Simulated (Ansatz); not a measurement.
```yaml
crystal:
  periodic: [false, false, false]
  atoms:
    - {symbol: F, position_ang: [-3.070104, 0.577520, 0.466476]}
    - {symbol: Ga, position_ang: [-1.837470, -0.566645, 0.023022]}
    - {symbol: F, position_ang: [-2.399604, -2.159936, -0.368176]}
    - {symbol: N, position_ang: [-0.104300, -0.042819, -0.002960]}
    - {symbol: Si, position_ang: [1.164307, -1.161639, -0.428023]}
    - {symbol: Si, position_ang: [0.311496, 1.603392, 0.405734]}
    - {symbol: H, position_ang: [1.894820, -0.686871, -1.632088]}
    - {symbol: H, position_ang: [0.542469, -2.480066, -0.705488]}
    - {symbol: H, position_ang: [2.137621, -1.289557, 0.687984]}
    - {symbol: H, position_ang: [1.784441, 1.721443, 0.238540]}
    - {symbol: H, position_ang: [-0.053230, 1.918814, 1.809993]}
    - {symbol: H, position_ang: [-0.370446, 2.566375, -0.495026]}
basis:
  gaussian: {orbitals: 6-31G, nuclear_model: gaussian}
magnetization: {spin_polarized: true, initial_magnetization: 0}
hamiltonian: {xc: {name: HF}}
correlation: {method: mp2, frozen_orbitals: {F: 0}}
output: {forces: true}
```

```sh
$ ansatz run in.yaml --threads 4 --pin off --events-out ev --progress --plain --max-ram 11315MiB
```

Shortened log:

```
Functional definition: HF
Error: "frozen_orbitals" has no count for Ga
```

Question: What is wrong with this run?

Answer: Frozen orbitals are typed for one element alone, and the program wants a count for each. The input was rejected before any iteration.
